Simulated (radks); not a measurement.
Q: The mean radii <r> (bohr) of the occupied orbitals of an atom or ion are listed with their occupations. Method: Dirac Kohn-Sham, PBEsol, spin-unpolarised, spherical densities, finite nucleus; Fermi nuclear charge, rms radius of each element as measured or else 0.836 A^(1/3) + 0.57 fm; computed with a radial shooting solver on a logarithmic mesh with Libxc functionals.

orbital      occ.      <r>
1s1/2           2  0.02275
2s1/2           2  0.09653
2p1/2           2  0.08075
2p3/2           4  0.08737
3s1/2           2   0.2547
3p1/2           2   0.2443
3p3/2           4   0.2570
3d3/2           4   0.2287
3d5/2           6   0.2327
4s1/2           2   0.5785
4p1/2           2   0.5923
4p3/2           4   0.6211
4d3/2           4   0.6620
4d5/2           6   0.6722
5s1/2           2    1.381
5p1/2           2    1.540
5p3/2           4    1.625
4f5/2     2.14286   0.9080
4f7/2     2.85714   0.9190
6s1/2           1    3.609
6p1/2    0.333333    4.325
6p3/2    0.666667    4.513

Name the element and its charge. Open shells, if any, are shared by 2j + 1.

A: Z = 62, samarium, charge +1: Sm+ in [Xe] 4f5 6s1 6p1. The 1s radius gives Z: for a bare nucleus <r> = (2 gamma + 1)/(2Z) with gamma = sqrt(1 - (Z/c)^2), 0.02245 bohr for Z = 62, and screening makes it slightly larger (0.02275 here). The occupations add up to 61, and the charge is Z minus that.
